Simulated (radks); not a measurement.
The numbers below are computed, except where a source is named.
Coulomb parameter of the 4f shell of the terbium ion Tb2+ in the model configuration [Xe] 4f8 6p1, as a second difference U = [E(n + 0.5) + E(n - 0.5) - 2 E(n)] / (0.5)^2 with all orbitals relaxed. "Bare": the charge of the atom changes with n. "Screened": the 6p shell takes up the change at fixed total charge, which measures U(4f,4f) + U(6p,6p) - 2 U(4f,6p). Code: a radial shooting solver on a logarithmic mesh with Libxc functionals. Model: scalar-relativistic Kohn-Sham, PBEsol, spin-unpolarised, spherical densities, finite nucleus; Fermi nuclear charge, rms radius 5.06 fm.

| case | configuration | E - E(n) (eV) |
|---|---|---|
| start | [Xe] 4f8 6p1 | 0.000 |
| bare +0.5 | [Xe] 4f8.5 6p1 | -11.291 |
| bare -0.5 | [Xe] 4f7.5 6p1 | 15.714 |
| screened +0.5 | [Xe] 4f8.5 6p0.5 | -6.200 |
| screened -0.5 | [Xe] 4f7.5 6p1.5 | 8.346 |

U(bare) = 17.692 eV, U(screened by 6p) = 8.584 eV, against the Slater integral F0(4f,4f) = 30.577 eV with frozen orbitals.
